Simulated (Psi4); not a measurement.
C4H10AlClO, singlet, at a GFN2-xTB geometry (such geometries of metal compounds can be far from the true shape), atoms displaced at random by about 0.08 Å a coordinate; PBE/STO-3G, gradient (Psi4).

Psi4 was given this input:
```
memory 2 GB

molecule mol {
0 1
  Al    1.511767   -0.287454    0.958330
  Cl    0.763648   -0.786648    2.864127
  H     2.518929   -0.059763    0.498091
  O     0.126790    0.191640   -0.418353
  C    -0.672811    0.437155   -1.405078
  C    -1.818271    1.512565   -0.941025
  C     0.264380    0.805736   -2.537667
  C    -1.386380   -1.081728   -1.801032
  H    -2.403115    1.688520   -1.816768
  H    -1.165572    2.329558   -0.581642
  H    -2.275542    1.139109   -0.347903
  H     0.722485    1.742185   -2.354977
  H    -0.582925    1.102850   -3.382374
  H     0.985743   -0.052717   -2.776992
  H    -2.092342   -1.187950   -0.852357
  H    -0.652610   -1.615452   -1.977720
  H    -2.058246   -0.724430   -2.652242
symmetry c1
no_reorient
no_com
}

set basis sto-3g
set reference rks

gradient('pbe')
print_variables()
```

It wrote (shortened):

```
gradient() will perform analytic gradient computation.

   => Loading Basis Set <=

    Name: STO-3G
    Role: ORBITAL
    Keyword: BASIS

         ---------------------------------------------------------
                                   SCF
               by Justin Turney, Rob Parrish, Andy Simmonett
                          and Daniel G. A. Smith
                              RKS Reference
         ---------------------------------------------------------

  ==> Geometry <==

    Molecular point group: c1
    Full point group: C1

    Geometry (in Angstrom), charge = 0, multiplicity = 1:

       Center              X                  Y                   Z               Mass
    ------------   -----------------  -----------------  -----------------  -----------------
         AL           1.511767000000    -0.287454000000     0.958330000000    26.981538530000
         CL           0.763648000000    -0.786648000000     2.864127000000    34.968852682000
         H            2.518929000000    -0.059763000000     0.498091000000     1.007825032230
         O            0.126790000000     0.191640000000    -0.418353000000    15.994914619570
         C           -0.672811000000     0.437155000000    -1.405078000000    12.000000000000
         C           -1.818271000000     1.512565000000    -0.941025000000    12.000000000000
         C            0.264380000000     0.805736000000    -2.537667000000    12.000000000000
         C           -1.386380000000    -1.081728000000    -1.801032000000    12.000000000000
         H           -2.403115000000     1.688520000000    -1.816768000000     1.007825032230
         H           -1.165572000000     2.329558000000    -0.581642000000     1.007825032230
         H           -2.275542000000     1.139109000000    -0.347903000000     1.007825032230
         H            0.722485000000     1.742185000000    -2.354977000000     1.007825032230
         H           -0.582925000000     1.102850000000    -3.382374000000     1.007825032230
         H            0.985743000000    -0.052717000000    -2.776992000000     1.007825032230
         H           -2.092342000000    -1.187950000000    -0.852357000000     1.007825032230
         H           -0.652610000000    -1.615452000000    -1.977720000000     1.007825032230
         H           -2.058246000000    -0.724430000000    -2.652242000000     1.007825032230

  Running in c1 symmetry.

  Rotational constants: A =      0.10418  B =      0.02473  C =      0.02344 [cm^-1]
  Rotational constants: A =   3123.22975  B =    741.49616  C =    702.69030 [MHz]
  Nuclear repulsion =  421.136972788248499

  Charge       = 0
  Multiplicity = 1
  Electrons    = 72
  Nalpha       = 36
  Nbeta        = 36

  ==> Algorithm <==

  SCF Algorithm Type is DF.
  DIIS enabled.
  MOM disabled.
  Fractional occupation disabled.
  Guess Type is SAD.
  Energy threshold   = 1.00e-08
  Density threshold  = 1.00e-08
  Integral threshold = 1.00e-12

  ==> Primary Basis <==

  Basis Set: STO-3G
    Blend: STO-3G
    Number of shells: 35
    Number of basis functions: 53
    Number of Cartesian functions: 53
    Spherical Harmonics?: true
    Max angular momentum: 1

  ==> DFT Potential <==

   => LibXC <=

    Version 7.1.2
    S. Lehtola, C. Steigemann, M. J. T. Oliveira, and M. A. L. Marques,  SoftwareX 7, 1–5 (2018) (10.1016/j.softx.2017.11.002)

   => Composite Functional: PBE <=

    PBE GGA Exchange-Correlation Functional

    J.P. Perdew et. al., Phys. Rev. Lett., 77(18), 3865-3868, 1996

    Deriv               =              1
    GGA                 =           TRUE
    Meta                =          FALSE

    Exchange Hybrid     =          FALSE
    MP2 Hybrid          =          FALSE

   => Exchange Functionals <=

    1.0000     XC_GGA_X_PBE

   => Correlation Functionals <=

    1.0000     XC_GGA_C_PBE

   => LibXC Density Thresholds  <==

    XC_GGA_C_PBE:  1.00E-12
    XC_GGA_X_PBE:  1.00E-15

   => Molecular Quadrature <=

[...]
  @DF-RKS Final Energy:  -924.54425957770172
    Total Energy =                       -924.5442595777017232
[...]
         H           -2.092342000000    -1.187950000000    -0.852357000000     1.007825032230
         H           -0.652610000000    -1.615452000000    -1.977720000000     1.007825032230
         H           -2.058246000000    -0.724430000000    -2.652242000000     1.007825032230

  Nuclear repulsion =  421.136972788248499

  ==> Basis Set <==

  Basis Set: STO-3G
    Blend: STO-3G
    Number of shells: 35
    Number of basis functions: 53
    Number of Cartesian functions: 53
    Spherical Harmonics?: true
    Max angular momentum: 1

  ==> DFJKGrad: Density-Fitted SCF Gradients <==

    Gradient:                    1
    J tasked:                  Yes
    K tasked:                   No
    wK tasked:                  No
    Integrals threads:           1
    Schwarz Cutoff:          1E-12
    Fitting Condition:       1E-10

   => Auxiliary Basis Set <=

  Basis Set: (STO-3G AUX)
    Blend: DEF2-UNIVERSAL-JKFIT
    Number of shells: 261
    Number of basis functions: 813
    Number of Cartesian functions: 959
    Spherical Harmonics?: true
    Max angular momentum: 4

  ==> DFT Potential <==

   => LibXC <=

    Version 7.1.2
    S. Lehtola, C. Steigemann, M. J. T. Oliveira, and M. A. L. Marques,  SoftwareX 7, 1–5 (2018) (10.1016/j.softx.2017.11.002)

   => Composite Functional: PBE <=

    PBE GGA Exchange-Correlation Functional

    J.P. Perdew et. al., Phys. Rev. Lett., 77(18), 3865-3868, 1996

    Deriv               =              1
    GGA                 =           TRUE
    Meta                =          FALSE

    Exchange Hybrid     =          FALSE
    MP2 Hybrid          =          FALSE

   => Exchange Functionals <=

    1.0000     XC_GGA_X_PBE

   => Correlation Functionals <=

    1.0000     XC_GGA_C_PBE

   => LibXC Density Thresholds  <==

    XC_GGA_C_PBE:  1.00E-12
    XC_GGA_X_PBE:  1.00E-15

   => Molecular Quadrature <=

    Radial Scheme          =       TREUTLER
    Pruning Scheme         =           NONE
    Nuclear Scheme         =       TREUTLER

    Blocking Scheme        =         OCTREE
    BS radius alpha        =              1
    Pruning alpha          =              1
    Radial Points          =             75
    Spherical Points       =            302
    Total Points           =         355174
    Total Blocks           =           2650
    Max Points             =            256
    Max Functions          =             47
    Weights Tolerance      =       1.00E-15

  -Total Gradient:
     Atom            X                  Y                   Z
    ------   -----------------  -----------------  -----------------
       1        0.390325641749     0.035350266037    -0.041757490409
       2       -0.004773770350    -0.002118879700     0.009147299951
       3       -0.298601832472    -0.062614724953     0.123828009979
       4       -0.153588236291     0.044420442736    -0.208128876309
       5        0.052222511536     0.052274918974     0.017480867702
       6       -0.280092517098    -0.164909224606     0.317486919154
       7        0.078577525157    -0.004398026149     0.103050956709
       8        0.232109134910    -0.222009568993    -0.067458766240
       9        0.015043315014    -0.021353315460     0.017856769385
      10        0.020101846338    -0.008009248477     0.002828930143
      11        0.238739327387     0.190950326313    -0.318411047961
      12       -0.030106543653    -0.030347879281    -0.011201277017
      13       -0.060974129954     0.024346733456    -0.019991058534
      14        0.020657396813    -0.026011749859     0.001479964311
      15       -0.037871791389     0.018701673481     0.043543493682
      16       -0.163857811905     0.145101347515     0.041719721461
      17       -0.017777903347     0.031033474728    -0.011416245818

  Variable Map:
  ----------------------------------------------------------------------------
[...]
  Array Variable Map:
  ----------------------------------------------------------------------------
[...]
[...]
```
